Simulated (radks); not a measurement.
The numbers below are computed, except where a source is named.
Coherent X-ray form factor from a spherical all-electron density. Code: a radial shooting solver on a logarithmic mesh with Libxc functionals. Model: Dirac Kohn-Sham, LDA (Slater exchange, Perdew-Wang correlation), spin-unpolarised, spherical densities, point nucleus.

sin(theta)/lambda (1/angstrom)  f0 (electrons)
0.05                                    42.697
0.1                                     41.812
0.15                                    40.422
0.2                                     38.636
0.25                                    36.584
0.3                                     34.395
0.4                                     30.055
0.5                                     26.254
0.6                                     23.221
0.8                                     19.095
1                                       16.337
1.25                                    13.452
1.5                                     10.904
2                                        7.375

The species is in the configuration that NIST lists as its ground one. Which atom or ion scatters so?

Answer. The tin ion Sn7+, [Kr] 4d7. Extrapolating in s^2 from the first two rows gives f0(0) = 43.0, near the electron count 43; among species with that count, the fall with angle is slower the higher Z, and the table is that of Z = 50; from so few rows the species is fixed only to a neighbour or two.
